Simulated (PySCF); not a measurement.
CHF, SMILES F[CH] (connectivity only; charge and spin as stated), neutral, multiplicity 1. The structure is a stationary point at B3LYP-D3(BJ)/def2-TZVPD. The isomer is the one that the SMILES or the coordinates give; other isomers of the formula were not compared.

TDA-LC-ωPBE/def2-TZVPD (PySCF) puts the lowest singlet excitations at 2.36, 7.07, 8.00, 8.47, 9.06, 9.09 eV and the lowest triplet (TDA) at 0.50 eV.

Task: What are the lowest singlet roots from EOM-CCSD/aug-cc-pVDZ (PySCF)? (The exact figures need the calculation; the answer reports its results.)

Result: 2.54, 6.84, 7.55, 8.25, 8.44, 8.75 eV; triplets 0.85, 6.46, 7.24 eV. S1 differs by 0.18 eV (second minus first; roots are paired by order, and the bases may differ).
